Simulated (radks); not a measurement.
All-electron atom: Re V in [Xe] 4f14 5d2 6d1 (not the ground configuration). Calculated with a radial shooting solver on a logarithmic mesh with Libxc functionals: scalar-relativistic Kohn-Sham, r2SCAN, spin-unpolarised, spherical densities, finite nucleus; meta-GGA in the generalised Kohn-Sham scheme; Fermi nuclear charge, rms radius 5.3698 fm.

Normalised radial functions P(r) = r R(r), r in bohr:

```
   r/bohr * 5s (the largest magnitude, 1.18, reaches the edge; | marks zero)
 0.001065                             | *
  0.00124                             | *
 0.001455                             | *
 0.001694                             | *
 0.001972                             |  *
 0.002314                             |  *
 0.002694                             |  *
 0.003137                             |  *
 0.003681                             |   *
 0.004285                             |   *
 0.005029                             |   *
 0.005854                             |   *
 0.006815                             |   *
 0.007997                             |   *
  0.00931                             |   *
  0.01084                             |   *
  0.01272                             |   *
  0.01481                             |  *
  0.01724                             | *
  0.02023                             |*
  0.02355                            *|
  0.02742                          *  |
  0.03217                         *   |
  0.03745                       *     |
   0.0436                      *      |
  0.05117                      *      |
  0.05957                       *     |
  0.06935                         *   |
  0.08138                            *|
  0.09474                             |  *
   0.1112                             |      *
   0.1294                             |        *
   0.1507                             |         *
   0.1768                             |       *
   0.2058                             |  *
   0.2396                          *  |
   0.2812                   *         |
   0.3274               *             |
   0.3811               *             |
   0.4473                    *        |
   0.5207                             *
   0.6061                             |         *
   0.7113                             |                   *
   0.8281                             |                         *
    0.964                             |                          *
    1.131                             |                       *
    1.317                             |                  *
    1.533                             |            *
    1.799                             |       *
    2.095                             |   *
    2.458                             | *
    2.862                             |*
    3.331                             *
    3.909                             *
    4.551                             *
    5.298                             *
    6.218                             *
    7.238                             *
    8.426                             *
    9.889                             *
    11.51                             *
```

5s: eigenvalue -138.90 eV, 4 radial nodes at r = 0.0214, 0.0855, 0.222, 0.520 bohr, <r> = 1.03 bohr, 90 % of the charge inside 1.47 bohr.
